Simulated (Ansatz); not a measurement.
The pair A = CH3Cl (SMILES CCl) (first 5 atoms), B = C2H6 (SMILES CC); geometry from B3LYP-D3(BJ)/def2-TZVP.
(charge 0, multiplicity 1):
```tsv
atom	x (Å)	y (Å)	z (Å)
C	-0.6717	-0.9111	0.8401
Cl	-0.8430	0.8742	0.7990
H	-0.5880	-1.2688	-0.1815
H	0.2218	-1.1551	1.4063
H	-1.5509	-1.3272	1.3220
C	0.7412	0.3410	4.3095
C	-0.6089	-0.3567	4.4447
H	1.0635	0.3857	3.2678
H	1.5161	-0.1758	4.8794
H	0.6915	1.3685	4.6747
H	-1.3738	0.1532	3.8567
H	-0.9441	-0.3754	5.4835
H	-0.5589	-1.3921	4.0999
```

Cores are frozen in the correlated methods.

The values were computed with Ansatz (Gaussian orbitals). Each number belongs to the level named beside it.

Total energies (hartree), monomers frozen at their geometry in the pair:

```json
[
 {"structure": "AB", "HF/aug-cc-pV(D+d)Z": "-578.3602662", "MP2/aug-cc-pV(D+d)Z": "-578.9851659", "CCSD(T)/aug-cc-pV(D+d)Z": "-579.0727524"},
 {"structure": "A in the pair's basis", "HF/aug-cc-pV(D+d)Z": "-499.1244911", "MP2/aug-cc-pV(D+d)Z": "-499.4317445", "CCSD(T)/aug-cc-pV(D+d)Z": "-499.4730975"},
 {"structure": "B in the pair's basis", "HF/aug-cc-pV(D+d)Z": "-79.2374087", "MP2/aug-cc-pV(D+d)Z": "-79.5513831", "CCSD(T)/aug-cc-pV(D+d)Z": "-79.5977738"},
 {"structure": "A", "HF/aug-cc-pV(D+d)Z": "-499.1240474", "MP2/aug-cc-pV(D+d)Z": "-499.4303639", "CCSD(T)/aug-cc-pV(D+d)Z": "-499.4716294"},
 {"structure": "B", "HF/aug-cc-pV(D+d)Z": "-79.2372510", "MP2/aug-cc-pV(D+d)Z": "-79.5507176", "CCSD(T)/aug-cc-pV(D+d)Z": "-79.5971128"}
]
```

**Question.** Work out the interaction energy without and with the counterpoise correction, and the superposition error, for each level.

**Answer.** 
E(AB) − E(A) − E(B), times 627.509 kcal/mol, with the monomers in their own basis and then in the pair's basis:
- HF/aug-cc-pV(D+d)Z: 0.65 uncorrected, 1.03 corrected; the monomers gain 0.38 kcal/mol from borrowed functions
- MP2/aug-cc-pV(D+d)Z: -2.56 uncorrected, -1.28 corrected; the monomers gain 1.28 kcal/mol from borrowed functions
- CCSD(T)/aug-cc-pV(D+d)Z: -2.52 uncorrected, -1.18 corrected; the monomers gain 1.34 kcal/mol from borrowed functions

Ansatz is a first-principles code.
